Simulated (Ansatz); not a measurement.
Cartesian coordinates in Å:
```
C -1.0908 0.3746 1.6874
Ga -0.7026 -0.6080 0.0044
C 0.8365 -1.8636 -0.0531
As 0.4828 1.4600 -1.3432
H -0.1779 0.7106 2.1848
H -1.6121 -0.2945 2.3789
H -1.7371 1.2393 1.5228
H -1.8640 -0.7804 -1.0599
H 0.5486 -2.8029 0.4291
H 1.1392 -2.1026 -1.0748
H 1.7032 -1.4730 0.4855
H -0.0618 1.9547 -2.6627
H 1.9225 1.3614 -1.7942
H 0.6136 2.8243 -0.7051
```

The species carries charge 0 and has multiplicity 1.

**Question.** List the B3LYP/def2-TZVPP orbital energies in eV (the Gaussian-basis code of Ansatz). (Best estimate.)

**Answer.** Computed: Occupied: -11589.12, -10136.51, -1466.00, -1310.56, -1310.56, -1310.52, -1248.29, -1105.54, -1105.43, -1105.42, -275.76, -275.76, -191.19, -148.33, -138.35, -138.35, -138.23, -101.78, -101.51, -101.49, -45.56, -45.56, -45.46, -45.46, -45.41, -21.63, -21.48, -21.47, -21.38, -21.36, -18.47, -18.05, -17.81, -11.35, -11.07, -11.07, -10.51, -10.48, -10.26, -10.20, -8.17, -7.19, -6.99. Lowest empty: -0.31, -0.29, -0.26, 0.60, 1.55, 1.59, 2.36, 2.81.

B3LYP here is the variant with VWN-RPA as its local correlation; programs differ in this.
